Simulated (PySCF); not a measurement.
HClO, singlet, at a GFN2-xTB geometry.

Input for PySCF:
```python
from pyscf import gto, scf, mp

mol = gto.Mole()
mol.atom = '''
    O    -0.008741    1.098296    0.016436
    H    -0.944582    1.335065    0.004393
    Cl    0.059677   -0.595379   -0.007993
'''
mol.basis = 'def2-tzvpp'
mol.charge = 0
mol.spin = 0
mol.verbose = 4
mol.max_memory = 1800
mol.build()

mf = scf.RHF(mol)
mf.kernel()

pt = mp.MP2(mf, frozen=6)
pt.kernel()
print('E(MP2) = %.10f' % pt.e_tot)
```

### Question
What is the computed SCF-reference dipole moment (MP2/def2-TZVPP run with PySCF)?

### Answer
1.68 D

### Question
Give the SCF-reference Mulliken (on the basis functions themselves) charges in atom order at the level MP2/def2-TZVPP.

### Answer
O1 -0.30, H2 0.25, Cl3 0.05

### Question
Estimate the SCF-reference HOMO-LUMO gap that MP2/def2-TZVPP returns for this input.

### Answer
14.41 eV

### Question
Predict the total energy from MP2/def2-TZVPP.

### Answer
-535.3540 Eh

### Question
What SCF-reference HOMO energy does MP2/def2-TZVPP give?

### Answer
-12.06 eV

### Question
What nuclear repulsion energy does MP2/def2-TZVPP give?

### Answer
50.9724 Eh
